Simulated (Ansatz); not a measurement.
Al8As7H22⁻, a nanocrystal cut from wurtzite AlAs (hydrogen-capped). Charge -1, multiplicity 1. Geometry PBE-D4/def2-SVP; atoms count from 1.

Cartesian coordinates in Å:
```
As 0.2176 3.7851 2.0233
Al 1.0645 2.3018 3.9265
Al -0.5231 2.8677 -0.2055
As 1.1687 1.1235 -0.7443
As 0.1658 0.1969 2.9281
Al 1.7336 -0.4678 1.1261
Al 0.4592 0.0690 -2.8843
As 2.1602 -1.7503 -3.2775
As 1.1825 -2.6866 0.1670
Al 3.0301 -3.2653 -1.4102
As -2.4884 1.4972 0.3787
Al -2.3308 0.2907 2.5948
Al -3.4342 0.4061 -1.6841
As -1.5470 -1.1837 -2.1857
Al -1.0880 -3.2346 -0.7806
H 1.1981 4.9322 1.7735
H -0.9462 4.6533 2.4988
H 2.6684 2.4164 3.8248
H 0.3069 2.7576 5.2711
H -0.6672 4.0333 -1.2967
H 2.4548 1.8829 -1.0647
H 0.4111 -0.8655 4.0010
H 3.2764 -0.3145 1.5349
H 0.3737 1.0672 -4.1359
H 3.3312 -1.1593 -4.0642
H 1.5867 -2.5842 -4.4218
H 1.3870 -3.6310 1.3528
H 4.4427 -2.6067 -1.0009
H 2.9725 -4.7809 -1.9484
H -3.4983 2.6105 0.6678
H -2.9030 1.3195 3.6977
H -2.9279 -1.1912 2.4710
H -3.4842 1.5110 -2.8584
H -4.7644 -0.4167 -1.3124
H -1.9561 -1.7801 -3.5348
H -2.1647 -3.3610 0.3997
H -0.8680 -4.4427 -1.8272
```

Single mean-field runs in def2-TZVP are fitted with def2-universal-jkfit.

Estimate the Mulliken populations of the heavy atoms from the PBE0/def2-TZVP orbitals of Ansatz.


```json
{"atom": "As1", "charge (e)": "-0.18"}
{"atom": "Al2", "charge (e)": "0.21"}
{"atom": "Al3", "charge (e)": "0.28"}
{"atom": "As4", "charge (e)": "-0.30"}
{"atom": "As5", "charge (e)": "-0.30"}
{"atom": "Al6", "charge (e)": "0.30"}
{"atom": "Al7", "charge (e)": "0.28"}
{"atom": "As8", "charge (e)": "-0.18"}
{"atom": "As9", "charge (e)": "-0.30"}
{"atom": "Al10", "charge (e)": "0.21"}
{"atom": "As11", "charge (e)": "-0.30"}
{"atom": "Al12", "charge (e)": "0.20"}
{"atom": "Al13", "charge (e)": "0.23"}
{"atom": "As14", "charge (e)": "-0.30"}
{"atom": "Al15", "charge (e)": "0.20"}
```
Mulliken values and Mayer orders depend strongly on the basis.

And the Mayer bond orders between bonded heavy atoms (over 0.3)?

As1–Al2 0.66 (2.56 Å); As1–Al3 0.73 (2.52 Å); Al2–As5 0.82 (2.50 Å); Al3–As4 0.79 (2.49 Å); Al3–As11 0.86 (2.47 Å); As4–Al6 0.74 (2.52 Å); As4–Al7 0.79 (2.49 Å); As5–Al6 0.81 (2.48 Å); As5–Al12 0.73 (2.52 Å); Al6–As9 0.81 (2.48 Å); Al7–As8 0.73 (2.52 Å); Al7–As14 0.86 (2.47 Å); As8–Al10 0.66 (2.56 Å); As9–Al10 0.82 (2.50 Å); As9–Al15 0.73 (2.52 Å); As11–Al12 0.73 (2.53 Å); As11–Al13 0.73 (2.52 Å); Al13–As14 0.73 (2.52 Å); As14–Al15 0.73 (2.53 Å).
